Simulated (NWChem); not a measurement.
System: BH₃Se₂; SMILES [SeH]B[SeH]

NWChem input:

```
start job
memory heap 200 mb stack 900 mb global 1100 mb
geometry units angstroms noautosym nocenter noautoz
  B      0.000000     0.000000    -0.818506
  H      0.000000     0.000000    -2.020081
  Se    -1.663028     0.000000     0.152110
  H     -2.512406     0.000000    -1.048165
  Se     1.663028     0.000000     0.152110
  H      2.512406     0.000000    -1.048165
end
basis spherical
  * library 6-311g**
end
dft
  xc b3lyp
  iterations 150
end
property
  shielding 4 1 2 3 4
  efieldgrad
end
task dft property
```

Structure relaxed at the PBE0/def2-SVP level. B3LYP is NWChem's, with the RPA form of VWN correlation.

GIAO values for the isolated, static molecule; σ is the absolute isotropic shielding, δ = σ(reference) − σ with the isolated reference molecule computed at the same levels (11B: boron trifluoride, 1H: tetramethylsilane). Spin-orbit effects, on the heavy nuclei and on their neighbours, are missing.

Atoms are numbered as in the input.

Task: What results follow from this input? (B3LYP/6-311G** (spherical d), GIAO.) Quantities: δ B1 (ppm); δ H2 (ppm); σ Se3 (ppm); δ H4 (ppm).

Result: 
```yaml
"δ B1 (ppm)": 68.1
"δ H2 (ppm)": 8.24
"σ Se3 (ppm)": 1657.5
"δ H4 (ppm)": 3.21
```
